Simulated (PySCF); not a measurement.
F3In, charge -1, multiplicity 2. Atoms are numbered in the order given.

```xyz
4

In     0.0000     0.0000    -0.2664
F      1.6846     0.9726     0.4835
F     -1.6846     0.9726     0.4835
F      0.0000    -1.9452     0.4835
```
Charge -1, spin multiplicity 2.

The structure is a stationary point at PBE-D3(BJ)/def2-SVPD. The def2 effective core potentials stand for the cores of In; spin–orbit coupling is left out.

Calculation: PBE-D3(BJ)/def2-SVPD (PySCF 2.14.0).

Frequencies are harmonic and unscaled.

Modes within 1.5 cm⁻¹ of each other (mostly degenerate sets) share a row, with their intensities summed.

| mode | ν (cm⁻¹) | IR (km/mol) | moving atoms (share of kinetic energy) |
|---|---|---|---|
| 1–2 | 114 | 16.6 | F 91 %, In 9 % |
| 3 | 135 | 27.7 | F 74 %, In 26 % |
| 4 | 430 | 48.5 | F 92 % |
| 5–6 | 437 | 245.3 | F 81 %, In 19 % |
